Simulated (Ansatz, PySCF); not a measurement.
Spin gap between two states, R1 and P1; the higher of the two is an excited state, each structure at its B3LYP-D3(BJ)/def2-TZVP stationary point, reached from a drawn start (curvature not checked).
R1, SiH2 (SMILES [SiH2]) (charge 0, multiplicity 1):
| atom | x (Å) | y (Å) | z (Å) |
|---|---|---|---|
| Si | 0.0000 | -0.7086 | 0.0000 |
| H | 1.0912 | 0.3543 | 0.0000 |
| H | -1.0912 | 0.3543 | 0.0000 |
P1, SiH2 (SMILES [SiH2]) (charge 0, multiplicity 3):
```xyz
3

Si     0.000    -0.506     0.000
H      1.276     0.253     0.000
H     -1.276     0.253     0.000
```

P less R. No zero-point or thermal terms; singlets are restricted closed shells; open shells are unrestricted.

Frozen-core correlation throughout. CBS(a, b) extrapolates the correlation energy as X⁻³ and adds the Hartree–Fock energy of set b.

The values were computed with Ansatz (Gaussian orbitals); PySCF for the D3/D4 terms. Each number belongs to the level named beside it.

The comparison value is 20.48 kcal/mol (CCSD(T)/CBS(cc-pV(T+d)Z, cc-pV(Q+d)Z)). It is a level with limits of its own, not the exact answer.

Task: Order these levels by how close they come to the comparison value for the spin gap, closest first: MP2/cc-pV(T+d)Z, BLYP/def2-TZVPP, PBE0/def2-TZVPP, BHLYP-D3(BJ)/def2-TZVPP, revPBE-D3(BJ)/def2-TZVPP. Give each level's value less the comparison value.

Result: BLYP/def2-TZVPP (0.83 kcal/mol), BHLYP-D3(BJ)/def2-TZVPP (-1.12 kcal/mol), MP2/cc-pV(T+d)Z (-4.08 kcal/mol), revPBE-D3(BJ)/def2-TZVPP (-4.89 kcal/mol), PBE0/def2-TZVPP (-5.54 kcal/mol)

Ansatz is a quantum-chemistry and plane-wave program.
